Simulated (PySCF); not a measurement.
# Ionising ICl

MN15; I def2-SVP with ECP28, Cl def2-SVP; scalar-relativistic core potentials (PySCF 2.14). Neutral (UKS): singlet (closed shell), Re = 2.355 Å, ωe = 383 cm⁻¹, De = 2.15 eV, HOMO -8.32 eV, LUMO -2.92 eV.

ICl⁺ (UKS): doublet (π ↑), Re = 2.266 Å, ωe = 435 cm⁻¹, De = 2.33 eV to I⁺ + Cl. The energies at the minima are -756.88701 hartree for ICl and -756.51255 for ICl⁺.

Problem. Work out the adiabatic ionisation energy, without and with harmonic zero-point energies (1 hartree = 27.2114 eV, 1 eV = 8065.5 cm⁻¹), and the change of the bond length.

Solution. At MN15: 0.37446 hartree = 10.190 eV between the minima; the zero-point term (435.0 − 383.0)/2 cm⁻¹ = +0.003 eV makes it 10.193 eV. Re changes by -8.9 pm against the neutral. Minus the HOMO energy is 8.32 eV, -1.87 eV from the value between the minima; self-interaction puts the Kohn–Sham level too high, less so with exact exchange. The electron leaves a π orbital, and the shorter bond of the ion fits an antibonding orbital, or a change in how ionic the bond is.

Spin–orbit coupling is left out, which matters for elements this heavy, above all for dissociation energies. For an ion De counts to the pair picked by the measured ionisation energies or electron affinities, which need not be the lowest pair at this level. States were picked by a PBE0 search and need not be the measured ground states.
